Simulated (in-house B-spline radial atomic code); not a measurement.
**HSE06 excitations of K⁺**

Method: HSE06. Computed with a B-spline radial code for spherical atoms: linear response of the closed shell [Ne] 3s2 3p6 with the functional's adiabatic kernel; scalar-relativistic (spin-free one-electron X2C), finite nucleus, no spin-orbit coupling, no double excitations, S, P, D and F terms only. Only terms of natural parity with L up to 3 were computed.

Command:
```bash
python run_td.py task.json out
```
Settings (radii: box in bohr, nucleus in fm):
```
Z                        19
electrons                18
configuration            [Ne] 3s2 3p6
hamiltonian              x2c
method                   hse06
box_radius               41.61
rms_radius               3.4349
intervals                75
```

Time taken, with all properties: 1.7 s on 1 thread of Arm Neoverse N1, with other jobs on the host.

The lowest states, in the order of their Tamm-Dancoff energies; the method's threshold (minus the highest occupied level) is 26.482 eV. Labels give the largest channel, * marks a mixed state, and oscillator strengths are full-response dipole values. Semilocal kernels can invert the small singlet-triplet splittings of Rydberg terms. Energies in eV:

```tsv
state	full response	Tamm-Dancoff	oscillator strength
3p → 4s 3P	19.248	19.259	-
3p → 4s 1P	19.607	19.614	0.389
3p → 3d 3P	20.046	20.117	-
3p → 3d 3F	20.251	20.383	-
3p → 4p 3S	21.583	21.602	-
3p → 3d 1F	21.735	21.740	-
3p → 4p 3D	21.923	21.933	-
3p → 4p 1D	22.099	22.101	-
3p → 4p 1S	22.832	22.912	-
3p → 3d 1P	23.854	23.985	1.06
3p → 5s 3P	?	?	-
3p → 5s 1P	24.339	24.341	0.062
3p → 4d 3P	24.810	24.815	-
3p → 5p 3S	?	?	-
3p → 4d 3F	24.835	24.844	-
3p → 5p 3D	24.869	24.871	-
```

Where does 3p → 5p 3S lie?

At 24.821 eV in full response, 24.824 eV in Tamm-Dancoff.

Where does 3p → 5s 3P lie?

At 24.283 eV in full response, 24.285 eV in Tamm-Dancoff.

How large is the singlet-triplet splitting of 3p → 4s (P terms) in Tamm-Dancoff?

0.355 eV, from the unrounded values.

What polarisabilities and dispersion coefficient does the method give?

Dipole 5.61 bohr³, quadrupole 17.33 bohr⁵, C6 23.99 hartree·bohr⁶ for two such species.
